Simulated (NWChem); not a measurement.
System: BPH$_{4}$; SMILES BP

Computed with NWChem. Structure relaxed at the PBE0/def2-SVP level. Ions are spin-unrestricted doublets at the neutral geometry; other ion states weren't tried.

```tsv
level	vertical ionisation energy, ΔSCF (eV)	−ε(HOMO) (eV)	ΔSCF minus −ε(HOMO) (eV)
B3LYP/def2-TZVP	9.86	7.30	2.56
PBE/def2-TZVP	[?]	[?]	[?]
r2SCAN/def2-TZVP	9.77	6.69	3.08
PBE0/def2-TZVP	9.78	7.52	2.26
LRC-wPBEh/def2-TZVP	9.81	9.35	0.46
```

Q: Some entries are withheld; supply them.

A: 
- PBE/def2-TZVP, vertical ionisation energy, ΔSCF (eV): 9.83
- PBE/def2-TZVP, −ε(HOMO) (eV): 6.49
- PBE/def2-TZVP, ΔSCF minus −ε(HOMO) (eV): 3.34
